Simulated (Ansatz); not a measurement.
Method: PBE-D3(BJ)/def2-TZVP (Ansatz, an electronic-structure program). No frequencies were computed at this level.

Ansatz 0.2 input:
```yaml
crystal:
  periodic: [false, false, false]
  atoms:
    - { symbol: C, position_ang: [-0.556642, -0.000461, -0.015405] }
    - { symbol: C, position_ang: [0.797227, 0.000276, 0.022062] }
    - { symbol: N, position_ang: [1.959405, 0.001405, 0.054215] }
    - { symbol: H, position_ang: [-1.098556, -0.927138, -0.071478] }
    - { symbol: H, position_ang: [-1.101435, 0.925918, 0.010606] }
basis:
  gaussian: { orbitals: def2-tzvp }
hamiltonian:
  xc: pbe
  dispersion: d3bj
relax:
  max_steps: 150
magnetization:
  spin_polarized: true
  initial_magnetization: 1
```

Output:

```
Functional definition: PBE
603 factors; their error is unknown
mean field evaluation 1: about -3585.4104 eV, gradient 3.6e1 eV
mean field evaluation 2: about -3580.0087 eV, gradient 4.8e1 eV
mean field evaluation 4: about -3591.2964 eV, gradient 2.1e0 eV
mean field evaluation 8: about -3591.3090 eV, gradient 2.7e-1 eV
mean field evaluation 16: about -3591.3092 eV, gradient 8.2e-6 eV
mean field -3591.30924170 eV, -131.9781803557 hartree, gradient 8.3e-6 eV, S^2 0.759060; 0 other end points of the search recorded, 0 dependent functions left out
reference -3591.30926870 eV, -131.9781813481 hartree; 11, 10 occupied and 94, 95 virtual orbitals, 603 factors
relax step   1: F+E_penalty+E_count = -3591.37319723 eV  Δ(F+E_penalty+E_count) = +0.000e0 eV  max|allowed force component| = 1.914e0 eV/Å  Δτ_max = 0.0000 Å  (30 SCF iters, accepted)
these checks for a lower state are left out or cut short: starts, cluster_reference, orbital_swaps, neighbouring_geometries, increment
603 factors; their error is unknown
mean field -3591.34417906 eV, -131.9794642800 hartree, gradient 1.6e-5 eV, S^2 0.759765; 0 other end points of the search recorded, 0 dependent functions left out
reference -3591.34420619 eV, -131.9794652769 hartree; 11, 10 occupied and 94, 95 virtual orbitals, 603 factors
relax step   2: F+E_penalty+E_count = -3591.40779740 eV  Δ(F+E_penalty+E_count) = -3.460e-2 eV  max|allowed force component| = 2.254e-1 eV/Å  Δτ_max = 0.0251 Å  (35 SCF iters, accepted)
these checks for a lower state are left out or cut short: starts, cluster_reference, orbital_swaps, neighbouring_geometries, increment
603 factors; their error is unknown
mean field -3591.34590256 eV, -131.9795276175 hartree, gradient 1.5e-5 eV, S^2 0.759778; 0 other end points of the search recorded, 0 dependent functions left out
reference -3591.34592973 eV, -131.9795286158 hartree; 11, 10 occupied and 94, 95 virtual orbitals, 603 factors
relax step   3: F+E_penalty+E_count = -3591.40944257 eV  Δ(F+E_penalty+E_count) = -1.645e-3 eV  max|allowed force component| = 8.781e-2 eV/Å  Δτ_max = 0.0050 Å  (35 SCF iters, accepted)
these checks for a lower state are left out or cut short: starts, cluster_reference, orbital_swaps, neighbouring_geometries, increment
603 factors; their error is unknown
mean field evaluation 32: about -3591.3571 eV, gradient 8.8e-1 eV
mean field -3591.34537787 eV, -131.9795083353 hartree, gradient 1.6e-5 eV, S^2 0.759752; 0 other end points of the search recorded, 0 dependent functions left out
reference -3591.34540505 eV, -131.9795093343 hartree; 11, 10 occupied and 94, 95 virtual orbitals, 603 factors
relax step   4: F+E_penalty+E_count = -3591.40890974 eV  Δ(F+E_penalty+E_count) = +5.328e-4 eV  max|allowed force component| = 6.946e-2 eV/Å  Δτ_max = 0.0135 Å  (34 SCF iters, rejected (line search))
these checks for a lower state are left out or cut short: starts, cluster_reference, orbital_swaps, neighbouring_geometries, increment
603 factors; their error is unknown
mean field -3591.34598106 eV, -131.9795305020 hartree, gradient 1.6e-5 eV, S^2 0.759741; 0 other end points of the search recorded, 0 dependent functions left out
reference -3591.34600823 eV, -131.9795315006 hartree; 11, 10 occupied and 94, 95 virtual orbitals, 603 factors
relax step   5: F+E_penalty+E_count = -3591.40951888 eV  Δ(F+E_penalty+E_count) = -7.631e-5 eV  max|allowed force component| = 3.047e-3 eV/Å  Δτ_max = 0.0014 Å  (35 SCF iters, accepted)
603 factors; their error is unknown
mean field evaluation 64: about -3591.3460 eV, gradient 1.5e-2 eV
mean field -3591.34598106 eV, -131.9795305020 hartree, gradient 1.6e-5 eV, S^2 0.759741; 1 other end points of the search recorded, 0 dependent functions left out
reference -3591.34600823 eV, -131.9795315006 hartree; 11, 10 occupied and 94, 95 virtual orbitals, 603 factors
Total energy: -3591.40954605 eV, -131.9818664725 hartree
Atom 0 at    -0.567559    -0.000356    -0.015695 Å, force    -0.001144    -0.000134    -0.000221 eV/Å
Atom 1 at     0.809932     0.000399     0.022399 Å, force    -0.003047     0.000479     0.000147 eV/Å
Atom 2 at     1.988990     0.001226     0.055074 Å, force     0.002223    -0.000291    -0.000049 eV/Å
Atom 3 at    -1.114048    -0.940416    -0.072513 Å, force     0.001016    -0.001134     0.000013 eV/Å
Atom 4 at    -1.117315     0.939146     0.010736 Å, force     0.000952     0.001080     0.000110 eV/Å
Dipole moment:    -0.704618    -0.000433    -0.019518 e Å
```

Cost: about 12 core-seconds (a rough figure).
